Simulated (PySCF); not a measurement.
C3H5ClGeO, SMILES C=[C]([GeH2][CH]=O)Cl.

The structure is a stationary point at B3LYP-D3(BJ)/def2-SVP. The structure was generated by enumeration, and PubChem lists no compound with its InChIKey, so it may never have been made. Other conformers were not sampled.

Calculation: PySCF with TDA-LC-ωPBE/def2-SVPD.

Vertical excitations. Isolated molecule, no solvent.

Computed UV-visible absorptions:
| state | energy (eV) | λ (nm) | f | main pairs |
|---|---|---|---|---|
| S1 | 3.35 | 370 | 0.002 | HOMO→LUMO 80 % |
| S2 | 6.70 | 185 | 0.106 | HOMO→LUMO+1 46 %, HOMO−2→LUMO+1 26 %, HOMO−2→LUMO 11 % |
| S3 | 6.89 | 180 | 0.011 | HOMO→LUMO+3 28 %, HOMO−1→LUMO+3 17 %, HOMO−1→LUMO+4 12 % |
| S4 | 6.99 | 177 | 0.151 | HOMO−2→LUMO+1 17 %, HOMO−1→LUMO 13 %, HOMO→LUMO+4 10 %, HOMO−1→LUMO+3 10 % |
| S5 | 7.07 | 175 | 0.146 | HOMO−1→LUMO+1 32 %, HOMO−1→LUMO 16 %, HOMO→LUMO+5 14 %, HOMO→LUMO+3 11 % |
| S6 | 7.45 | 166 | 0.011 | HOMO→LUMO+2 24 %, HOMO→LUMO+6 12 %, HOMO→LUMO+5 11 %, HOMO−2→LUMO 10 % |
| S7 | 7.50 | 165 | 0.037 | HOMO−1→LUMO 34 %, HOMO→LUMO+1 17 %, HOMO→LUMO+2 16 %, HOMO−2→LUMO 7 % |
| S8 | 7.66 | 162 | 0.006 | HOMO−1→LUMO+1 23 %, HOMO−1→LUMO 16 %, HOMO−2→LUMO 12 %, HOMO→LUMO+2 10 % |
| S9 | 7.78 | 159 | 0.029 | HOMO−2→LUMO+3 19 %, HOMO→LUMO+2 11 %, HOMO−2→LUMO+4 9 %, HOMO→LUMO+4 8 % |
| S10 | 7.91 | 157 | 0.120 | HOMO→LUMO+5 25 %, HOMO→LUMO+4 16 %, HOMO→LUMO+3 12 %, HOMO→LUMO+2 8 % |
| T1 | 2.61 | 475 | 0 | HOMO→LUMO 80 % |
| T2 | 3.90 | 318 | 0 | HOMO−1→LUMO+1 54 %, HOMO→LUMO+1 14 %, HOMO−1→LUMO 12 % |
| T3 | 5.81 | 213 | 0 | HOMO−6→LUMO 52 %, HOMO−7→LUMO 13 %, HOMO−3→LUMO 12 % |
| T4 | 6.13 | 202 | 0 | HOMO→LUMO+1 31 %, HOMO−2→LUMO+1 23 %, HOMO−2→LUMO 7 %, HOMO→LUMO+3 6 % |
Triplets are in the Tamm–Dancoff approximation.
